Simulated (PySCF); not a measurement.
Static response to an electric field

Compound: C₆H₆NOS (charge -1).
Structure used (GFN2-xTB), in Å, numbered top down from 1:
```xyz
15
C6H6NOS angstrom
C     -1.139   -1.062   -0.973
C     -0.514    0.142   -0.279
C      0.656   -0.207    0.531
C      1.731    0.588    0.700
C      2.799    0.242    1.525
N      3.706   -0.055    2.175
C     -1.578    0.733    0.751
O     -2.193   -0.044    1.459
S     -1.690    2.400    0.684
H     -0.419   -1.548   -1.632
H     -1.999   -0.748   -1.562
H     -1.480   -1.775   -0.225
H     -0.281    0.937   -0.992
H      0.591   -1.134    1.089
H      1.808    1.538    0.188
```

Level: CAM-B3LYP/def2-SVPD (PySCF), static field, nuclei fixed, core orbitals frozen in the response. The polarisability tensor in these axes (au):

```
x   145.61  -8.60  14.54
y    -8.60 116.75   0.94
z    14.54   0.94  96.56
```

Problem. What are the eigenvalues, a third of the trace, and Δα (Δα² = ½Σ(αi − αj)² over the three pairs)?

Solution. Principal values 92.14, 115.31 and 151.47 au; mean 119.64 au = 17.73 Å³ = 19.73 × 10⁻⁴⁰ C²·m²/J; Δα = 51.79 au (43 % of the mean).

Problem. What are the principal values of the traceless quadrupole moment, Θ = ½Σq(3rr − r²1), about the centre of nuclear charge?

Solution. -38.74, 17.94, 20.80 D·Å. The values depend on the origin, since the species is charged. The electronic extent ⟨r²⟩ about the same centre is 1756 bohr², a root-mean-square distance of 2.58 Å for the 74 electrons.

Problem. What depolarisation ratio follows for Rayleigh scattering of linearly polarised light, taking the static tensor?

Solution. ρ = 3Δα²/(45ᾱ² + 4Δα²) = 8046.2/(644145 + 10728.3) = 0.0123.

Problem. Form Σ f/ω² (atomic units) for the 8 lowest TDDFT singlets, given as eV and f, and set it beside the mean polarisability, which is this sum over all singlets: 3.25, 0.0202; 3.83, 0.0305; 4.12, 0.0919; 4.40, 0.0061; 4.86, 0.0390; 5.15, 0.0080; 5.21, 0.0805; 5.41, 0.0860.

Solution. They add up to 13.03 au, 10.9 % of the 119.64 au; the largest single term is 4.01 au, from the state at 4.12 eV. Terms in order: 1.41, 1.54, 4.01, 0.23, 1.22, 0.22, 2.20, 2.18 au. Higher excitations give the rest. The strengths listed sum to 0.362.

Problem. Give the principal axes and the span of the nuclei along them.

Solution. Largest value along (0.94, -0.23, 0.25), where the nuclei span 6.14 Å; middle along (0.18, 0.96, 0.19), 4.16 Å; least along (-0.28, -0.13, 0.95), 3.23 Å. The response follows the extents in order.

The structure is a single GFN2-xTB conformer in the gas phase; no vibrational or solvent corrections.
